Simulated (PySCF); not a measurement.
**Potential energy of ZnS⁺ along the bond**

Set-up: Zn def2-TZVPPD, S def2-TZVPPD; no relativity (PySCF 2.14). Energies in eV from Zn⁺ + S in their ground configurations at the same level. State: ²Π (doublet), unpaired electrons π ↑.

All columns are ωB97X-V. A positive dipole points towards S; it is taken about the centre of mass and depends on that origin.

| R (Å) | E (eV) | μ (D) | Mulliken charge on Zn (basis-dependent) | HOMO (eV) | LUMO (eV) | Mayer bond order | ⟨S²⟩ |
| --- | --- | --- | --- | --- | --- | --- | --- |
| 1.857 | -1.232 | -3.70 | 0.77 | -16.16 | -8.78 | 1.58 | 0.75 |
| 1.943 | -1.731 | -3.84 | 0.76 | -15.95 | -8.56 | 1.51 | 0.75 |
| 2.030 | -1.996 | -3.96 | 0.76 | -15.76 | -8.36 | 1.44 | 0.75 |
| 2.094 | -2.082 | -4.04 | 0.77 | -15.64 | -8.25 | 1.39 | 0.76 |
| 2.159 | -2.097 | -4.09 | 0.79 | -15.52 | -8.33 | 1.34 | 0.76 |
| 2.224 | -2.057 | -4.12 | 0.81 | -15.42 | -8.40 | 1.30 | 0.76 |
| 2.310 | -1.943 | -4.14 | 0.83 | -15.31 | -8.49 | 1.24 | 0.76 |
| 2.418 | -1.736 | -4.09 | 0.86 | -15.21 | -8.61 | 1.18 | 0.77 |
| 2.548 | -1.445 | -3.87 | 0.88 | -15.13 | -8.71 | 1.07 | 0.84 |
| 2.720 | -1.078 | -3.32 | 0.88 | -15.10 | -8.74 | 0.82 | 1.08 |

A fit through these points gives, at Re = 2.142 Å, μ = -4.08 D and dμ/dR = -0.772 D/Å; the reduced mass is 21.31 u.

Question: How strong is the fundamental in the double-harmonic approximation, I = 42.26·(dμ/dR)²/μred km/mol?

Answer: I = 42.26·(-0.772)²/21.31 = 1.18 km/mol at ωB97X-V.

⟨S²⟩ of the unrestricted solution departs from its pure value on part of the curve, where spin states mix. For an ion De counts to the pair picked by the measured ionisation energies or electron affinities, which need not be the lowest pair at this level. The state is the lowest determinant that a PBE0 search found; another state may lie lower at other levels.
